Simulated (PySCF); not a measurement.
Stretching BAs⁻

Set-up: B aug-cc-pVDZ-DK, As aug-cc-pVDZ-DK; spin-free X2C with a Gaussian nucleus (PySCF 2.14). Energies in eV from B + As⁻ in their ground configurations at the same level. State: ²Σ⁺ (doublet), unpaired electrons σ ↑.

```json
{"R (Å)": "1.556", "r²SCAN0": "-3.445", "M06-2X": "-3.175", "PBE": "-3.677"}
{"R (Å)": "1.628", "r²SCAN0": "-4.147", "M06-2X": "-3.890", "PBE": "-4.418"}
{"R (Å)": "1.700", "r²SCAN0": "-4.529", "M06-2X": "-4.280", "PBE": "-4.843"}
{"R (Å)": "1.755", "r²SCAN0": "-4.657", "M06-2X": "-4.412", "PBE": "-5.007"}
{"R (Å)": "1.809", "r²SCAN0": "-4.682", "M06-2X": "-4.440", "PBE": "-5.068"}
{"R (Å)": "1.863", "r²SCAN0": "-4.626", "M06-2X": "-4.387", "PBE": "-5.050"}
{"R (Å)": "1.936", "r²SCAN0": "-4.459", "M06-2X": "-4.224", "PBE": "-4.934"}
{"R (Å)": "2.026", "r²SCAN0": "-4.150", "M06-2X": "-3.924", "PBE": "-4.687"}
{"R (Å)": "2.135", "r²SCAN0": "-3.701", "M06-2X": "-3.495", "PBE": "-4.304"}
{"R (Å)": "2.279", "r²SCAN0": "-3.063", "M06-2X": "-2.882", "PBE": "-3.737"}
```

Put a parabola through the three lowest points of the r²SCAN0 curve and estimate Re, k and ωe (reduced mass 9.599 u; 1 eV/Å² = 0.16022 mdyn/Å; ωe = 1302.8·√(k/μ) cm⁻¹).

Through R = 1.755, 1.809, 1.863 Å the second-order coefficient is 13.9 eV/Å², so Re ≈ 1.799 Å, k ≈ 4.45 mdyn/Å and ωe ≈ 887 cm⁻¹. A polynomial fit of higher order to the unrounded r²SCAN0 energies gives Re = 1.796 Å, k = 4.62 mdyn/Å, ωe = 904 cm⁻¹; anharmonicity and rounding make the difference.

The higher-order fit for each curve: r²SCAN0: Re = 1.796 Å, ωe = 904 cm⁻¹, De = 4.68 eV; M06-2X: Re = 1.798 Å, ωe = 904 cm⁻¹, De = 4.44 eV; PBE: Re = 1.822 Å, ωe = 846 cm⁻¹, De = 5.07 eV.

⟨S²⟩ of the unrestricted solution departs from its pure value on part of the curve, where spin states mix. Spin–orbit coupling is left out. For an ion De counts to the pair picked by the measured ionisation energies or electron affinities, which need not be the lowest pair at this level. The highest Kohn–Sham level is positive in this anion. Much of that is self-interaction error, but it also means that the finite basis helps to hold the extra electron. The state is the lowest determinant that a PBE0 search found; another state may lie lower at other levels.
